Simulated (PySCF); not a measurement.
From computed data to an observable: chemical shift, span and skew from a shielding tensor

1-fluoro-3-methylidenecyclobutane (C₅H₇F), SMILES C1C(=C)CC1F. Atoms are numbered in the order given.

```xyz
13

C     -2.4038    -0.0074     0.0000
C     -1.0761    -0.0921     0.0000
C     -0.0159    -0.0584     1.0889
C      0.9744     0.4104     0.0000
F      2.2085    -0.1942     0.0000
C     -0.0159    -0.0584    -1.0889
H     -2.9706     0.0283     0.9349
H     -2.9706     0.0283    -0.9349
H     -0.1796     0.5835     1.9676
H      0.2624    -1.0721     1.4248
H      1.1232     1.5028     0.0000
H      0.2624    -1.0721    -1.4248
H     -0.1796     0.5835    -1.9676
```
Charge 0, spin multiplicity 1.

The structure is a stationary point at B3LYP-D3(BJ)/def2-SVP.

GIAO shieldings from PBE0/pcSseg-1 (PySCF), non-relativistic, no solvent. The symmetric part of the tensor of C1 has the principal values -46.8, 91.4, 159.9 ppm. The same nucleus in TMS has σ = 186.3 ppm at this level (PySCF, at its B3LYP-D3(BJ)/def2-TZVP geometry).

Question: Work out the isotropic shielding, the ¹³C shift against TMS, the span and the skew.

Answer: 
σ(iso) = (σ11 + σ22 + σ33)/3 = 68.2 ppm. δ = σ(ref) − σ(iso) = 186.3 − (68.2) = 118.1 ppm.
Span Ω = σ33 − σ11 = 206.7 ppm. Skew κ = 3(σ(iso) − σ22)/Ω = -0.34. Tumbling in solution averages the tensor to δ; in a static solid the shielding alone would spread this spin-1/2 line over Ω.
